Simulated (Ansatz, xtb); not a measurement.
A geometry optimisation of BGaH2N+ with r2SCAN-D4/def2-SVP

The starting geometry of this gas-phase singlet has its atoms placed at random.

```xyz
5

B    -0.1634   -0.5887    0.3086
Ga   -1.0425    0.8868   -0.3132
N    -0.1731   -0.7838   -1.1028
H    -0.4194    1.1494   -1.5292
H     0.4290    0.4475   -1.8891
```

Task: One run relaxed it with r2SCAN-D4/def2-SVP. What is a likely outcome?

Result: It ends as a structure given below by its coordinates. Distances that change by over a tenth: B1–N3 (1.42 → 1.24 Å). Contacts that open: Ga2–N3 (2.04 → 3.22 Å). Contacts that close: N3–H5 (1.58 → 1.01 Å).

The energy falls by 7.13 eV over 21 steps:

```tsv
step	E − E(last) (eV)
1	7.125
3	3.540
5	2.263
8	1.074
10	0.690
12	0.500
14	0.281
17	0.010
19	0.000
21	0.000
```

Final geometry (Å):

```xyz
5

B    -0.0702   -0.1218   -0.9506
Ga   -1.0752    1.5764   -0.7269
N     0.5568   -1.1812   -1.0899
H    -1.8478    2.8814   -0.5551
H     1.0671   -2.0436   -1.2032
```

From the same start GFN2-xTB reaches the same bonding as this run.

From so rough a start the end depends on the optimiser's path, so another program may land elsewhere. No frequencies were run, so the end isn't proven a minimum. Run with Ansatz 0.2.0, 66 s on 1 thread of Intel(R) Xeon(R) Processor @ 2.50GHz (Skylake/Cascade Lake), with other jobs on the host.
